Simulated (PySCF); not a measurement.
C₈H₁₂, SMILES C1C=CCCC=CC1. Atoms are numbered in the order given.

```xyz
20

C     -1.7298    -0.1173    -0.6690
C     -1.7298    -0.1173     0.6690
C     -0.6504     0.4213     1.5663
C      0.6504    -0.4213     1.5663
C      1.7298     0.1173     0.6690
C      1.7298     0.1173    -0.6690
C      0.6504    -0.4213    -1.5663
C     -0.6504     0.4213    -1.5663
H     -2.5884    -0.5804    -1.1688
H     -2.5884    -0.5804     1.1688
H     -0.3988     1.4579     1.2813
H     -1.0438     0.4737     2.5925
H      1.0438    -0.4737     2.5925
H      0.3988    -1.4579     1.2813
H      2.5884     0.5804     1.1688
H      2.5884     0.5804    -1.1688
H      0.3988    -1.4579    -1.2813
H      1.0438    -0.4737    -2.5925
H     -0.3988     1.4579    -1.2813
H     -1.0438     0.4737    -2.5925
```
Charge 0, spin multiplicity 1.

Coordinates come from a PBE0-D3(BJ)/def2-SVP optimisation. Other conformers were not sampled.

These are PySCF with B3LYP/def2-SVP values and carry that method's errors.

ESP charges are fitted to the potential on shells at 1.4 to 2.0 van der Waals radii. Atomic charges (e):

| atom | ESP fit | Mulliken | meta-Löwdin |
|---|---|---|---|
| C1 | … | -0.09 | -0.11 |
| C2 | … | -0.09 | -0.11 |
| C3 | … | 0.10 | -0.17 |
| C4 | … | 0.10 | -0.17 |
| C5 | … | -0.09 | -0.11 |
| C6 | … | -0.09 | -0.11 |
| C7 | … | 0.10 | -0.17 |
| C8 | … | 0.10 | -0.17 |
| H9 | … | -0.01 | 0.09 |
| H10 | … | -0.01 | 0.09 |
| H11 | … | 0.01 | 0.09 |
| H12 | … | -0.01 | 0.09 |
| H13 | … | -0.01 | 0.09 |
| H14 | … | 0.01 | 0.09 |
| H15 | … | -0.01 | 0.09 |
| H16 | … | -0.01 | 0.09 |
| H17 | … | 0.01 | 0.09 |
| H18 | … | -0.01 | 0.09 |
| H19 | … | 0.01 | 0.09 |
| H20 | … | -0.01 | 0.09 |

Task: Some entries are withheld; supply them. (Estimate from the structure and the level; the computed values follow.)

Result: 
- C1, ESP fit: -0.22
- C2, ESP fit: -0.22
- C3, ESP fit: -0.02
- C4, ESP fit: -0.02
- C5, ESP fit: -0.22
- C6, ESP fit: -0.22
- C7, ESP fit: -0.02
- C8, ESP fit: -0.02
- H9, ESP fit: 0.12
- H10, ESP fit: 0.12
- H11, ESP fit: 0.08
- H12, ESP fit: 0.04
- H13, ESP fit: 0.04
- H14, ESP fit: 0.08
- H15, ESP fit: 0.12
- H16, ESP fit: 0.12
- H17, ESP fit: 0.08
- H18, ESP fit: 0.04
- H19, ESP fit: 0.08
- H20, ESP fit: 0.04

Computed Mayer and Wiberg (Löwdin basis) orders of the bonds:
| bond | Mayer | Wiberg |
|---|---|---|
| C1–C2 | 1.97 | 1.94 |
| C2–C3 | 1.06 | 1.06 |
| C3–C4 | 1.06 | 1.00 |
| C4–C5 | 1.06 | 1.06 |
| C5–C6 | 1.97 | 1.94 |
| C6–C7 | 1.06 | 1.06 |
| C1–C8 | 1.06 | 1.06 |
| C7–C8 | 1.06 | 1.00 |
| C1–H9 | 0.95 | 0.93 |
| C2–H10 | 0.95 | 0.93 |
| C3–H11 | 0.93 | 0.93 |
| C3–H12 | 0.92 | 0.94 |
| C4–H13 | 0.92 | 0.94 |
| C4–H14 | 0.93 | 0.93 |
| C5–H15 | 0.95 | 0.93 |
| C6–H16 | 0.95 | 0.93 |
| C7–H17 | 0.93 | 0.93 |
| C7–H18 | 0.92 | 0.94 |
| C8–H19 | 0.93 | 0.93 |
| C8–H20 | 0.92 | 0.94 |
